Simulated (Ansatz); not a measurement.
## Nudged elastic band run: AlCl3FH

Input:

```yaml
crystal:
  periodic: [false, false, false]
  atoms:
    - { symbol: Al, position_ang: [0.014851, -0.048044, 0.018935] }
    - { symbol: F, position_ang: [0.017761, 0.332044, 1.656656] }
    - { symbol: Cl, position_ang: [1.819961, 0.142666, -1.008371] }
    - { symbol: Cl, position_ang: [-1.807483, 0.080617, -0.987426] }
    - { symbol: Cl, position_ang: [0.060124, -2.416109, 0.8828] }
    - { symbol: H, position_ang: [0.053585, -1.691976, 1.967606] }
basis:
  gaussian: { orbitals: def2-SVP }
hamiltonian:
  xc: pbe0
  dispersion: d4
neb:
  order_check: false
  images: 5
  f_tol: 0.03
  max_iterations: 60
  final_atoms:
    - { symbol: Al, position_ang: [0.0220368, -0.52795789, -0.15472177] }
    - { symbol: F, position_ang: [0.0245372, -0.02385278, 1.76758655] }
    - { symbol: Cl, position_ang: [1.81916858, 0.24231148, -0.88500999] }
    - { symbol: Cl, position_ang: [-1.8087092, 0.17985781, -0.86438078] }
    - { symbol: Cl, position_ang: [0.06019532, -2.53952112, 0.59768935] }
    - { symbol: H, position_ang: [0.0415703, -0.93163951, 2.06903664] }
  initial_path:
    images:
      - { positions_ang: [[0.014851, -0.048044, 0.018935], [0.017761, 0.332044, 1.656656], [1.819961, 0.142666, -1.008371], [-1.807483, 0.080617, -0.987426], [0.060124, -2.416109, 0.8828], [0.053585, -1.691976, 1.967606]] }
      - { positions_ang: [[0.01003677, -0.02948097, 0.01631319], [0.01274708, 0.21148206, 1.78801316], [1.85675463, 0.10351528, -1.04090829], [-1.84900581, 0.06402334, -1.025452], [0.07460606, -2.41250193, 0.84345859], [0.05366027, -1.53783979, 1.94877536]] }
      - { positions_ang: [[0.00522254, -0.01091794, 0.01369138], [0.00773316, 0.09092012, 1.91937032], [1.89354825, 0.06436457, -1.07344559], [-1.89052862, 0.04742969, -1.06347801], [0.08908812, -2.40889485, 0.80411718], [0.05373554, -1.38370358, 1.92994471]] }
      - { positions_ang: [[0.00040831, 0.00764509, 0.01106957], [0.00271925, -0.02964182, 2.05072747], [1.93034188, 0.02521385, -1.10598288], [-1.93205143, 0.03083603, -1.10150401], [0.10357019, -2.40528778, 0.76477577], [0.0538108, -1.22956738, 1.91111407]] }
      - { positions_ang: [[0.00761781, -0.17088924, -0.04419421], [0.0099919, -0.02771214, 1.95634717], [1.89328411, 0.09757973, -1.03232525], [-1.89093735, 0.08050996, -1.02246293], [0.0891119, -2.45003223, 0.7090803], [0.04973064, -1.13025809, 1.96375493]] }
      - { positions_ang: [[0.0148273, -0.34942356, -0.09945799], [0.01726455, -0.02578246, 1.86196686], [1.85622634, 0.16994561, -0.95866762], [-1.84982328, 0.13018389, -0.94342186], [0.07465361, -2.49477667, 0.65338483], [0.04565047, -1.0309488, 2.01639578]] }
      - { positions_ang: [[0.0220368, -0.52795789, -0.15472177], [0.0245372, -0.02385278, 1.76758655], [1.81916858, 0.24231148, -0.88500999], [-1.8087092, 0.17985781, -0.86438078], [0.06019532, -2.53952112, 0.59768935], [0.0415703, -0.93163951, 2.06903664]] }
```

Launched with:

```bash
$ ansatz run input.yaml --threads 2 --pin off --max-ram 3072MiB --backend cpu --events-out ev --progress --plain --runs-dir out
```

Output, in part (warnings, iteration lines, the closing report on the highest movable image, with atoms numbered from 0):

```
NEB end point (image 0): max|allowed force component| = 2.392e-2 eV/Å (the criterion of neb.relax_end_points is 1.000e-2)
NEB end point (image 6): max|allowed force component| = 2.447e-2 eV/Å (the criterion of neb.relax_end_points is 1.000e-2)
NEB iter   1: max|band force component| = 2.346e0 eV/Å  barrier→ = 1.3508 eV  barrier← = 1.4704 eV  Δτ_max = 0.2000 Å  (169 SCF iters)
NEB iter   2: max|band force component| = 1.456e0 eV/Å  barrier→ = 0.3266 eV  barrier← = 0.4461 eV  Δτ_max = 0.1955 Å  (136 SCF iters)
NEB iter   3: max|band force component| = 1.417e0 eV/Å  barrier→ = 0.2272 eV  barrier← = 0.3468 eV  Δτ_max = 0.0987 Å  (136 SCF iters)
NEB iter   4: max|band force component| = 4.137e-1 eV/Å  barrier→ = 0.1001 eV  barrier← = 0.2197 eV  CI = image 3  Δτ_max = 0.1216 Å  (136 SCF iters)
NEB iter   5: max|band force component| = 2.319e-1 eV/Å  barrier→ = 0.1016 eV  barrier← = 0.2211 eV  CI = image 3  Δτ_max = 0.0288 Å  (139 SCF iters)
NEB iter   6: max|band force component| = 9.326e-2 eV/Å  barrier→ = 0.1031 eV  barrier← = 0.2226 eV  CI = image 3  Δτ_max = 0.0150 Å  (141 SCF iters)
NEB iter   7: max|band force component| = 5.260e-2 eV/Å  barrier→ = 0.1041 eV  barrier← = 0.2237 eV  CI = image 3  Δτ_max = 0.0060 Å  (130 SCF iters)
NEB iter   8: max|band force component| = 2.151e-2 eV/Å  barrier→ = 0.1039 eV  barrier← = 0.2235 eV  CI = image 3  Δτ_max = 0.0000 Å  (236 SCF iters)
Total energy: -46870.44758100 eV, -1722.4571786712 hartree
Atom 0 at     0.018729    -0.275789    -0.026729 Å, force    -0.002273     0.001274    -0.002020 eV/Å
Atom 1 at     0.024166     0.037541     1.729176 Å, force    -0.000659    -0.002182    -0.000727 eV/Å
Atom 2 at     1.830247     0.178631    -0.945158 Å, force     0.007216     0.003295    -0.003303 eV/Å
Atom 3 at    -1.817675     0.118220    -0.923702 Å, force    -0.005294     0.003458    -0.002198 eV/Å
Atom 4 at     0.058523    -2.417740     0.902010 Å, force     0.000524    -0.004329     0.005254 eV/Å
Atom 5 at     0.044809    -1.241665     1.794602 Å, force     0.000486    -0.001515     0.002995 eV/Å
Dipole moment:     0.005741    -0.238445     0.289955 e Å
```

It converged. A vibrational analysis at the climbing image gives one clearly imaginary mode, 481i cm⁻¹: a first-order saddle point. The orbitals stay closed-shell, which can raise the energy where a bond breaks towards radicals; this wasn't checked here.

Final band (atoms are numbered from 1 in the order of the input):

```csv
image,path coordinate (Å),energy (kJ/mol),Cl5–H6 (Å),F2–H6 (Å)
0,0.00,0.0,1.30,2.05
1,0.21,1.3,1.32,1.79
2,0.42,5.4,1.36,1.53
3,0.64,10.0,1.48,1.28
4,0.85,1.8,1.68,1.08
5,1.06,-8.6,1.92,0.99
6,1.28,-11.5,2.18,0.96
```

Time of the run: 97 s on 2 threads of Arm Neoverse V1, with other jobs on the host, peak memory 0.2 GiB.
